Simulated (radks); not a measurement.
Values are calculated unless marked as measured or tabulated.
Q: Ionisation of the mercury ion Hg2+, [Xe] 4f14 5d10, to [Xe] 4f14 5d9 as the strength of local exchange is varied. Code: a radial shooting solver on a logarithmic mesh with Libxc functionals. Model: scalar-relativistic Kohn-Sham, Slater X-alpha exchange (alpha = 2/3 is LDA exchange), no correlation, spin-polarised, spherical densities, finite nucleus; Fermi nuclear charge, rms radius 5.4648 fm.

alpha  E(Hg2+) (hartree)  exchange (hartree)  IE (eV)  -e of the level emptied (eV)  <r> of it (bohr)
0.625        -19575.8153           -328.3494   33.207                   26.752 (5d)             1.462
0.667        -19598.0212           -350.8328   34.040                   27.537 (5d)             1.451
0.736        -19634.5600           -387.8838   35.435                   28.856 (5d)             1.433
0.755        -19644.6340           -398.1111   35.826                   29.226 (5d)             1.428
0.824        -19681.2639           -435.3428   37.264                   30.591 (5d)             1.411
0.981        -19764.8766           -520.5855   40.662                   33.830 (5d)             1.375
?            -19748.3378           -503.6962   39.977                   33.176 (5d)             1.382

Which alpha was used in the last row?

A: alpha = 0.95. NIST Atomic Spectra Database: 34.49 eV (measured). The Delta-SCF value meets it near alpha = 0.69. Open shells are spherical and high-spin; term and fine-structure splittings are not resolved. Spin-orbit splitting is averaged out at the scalar-relativistic level.
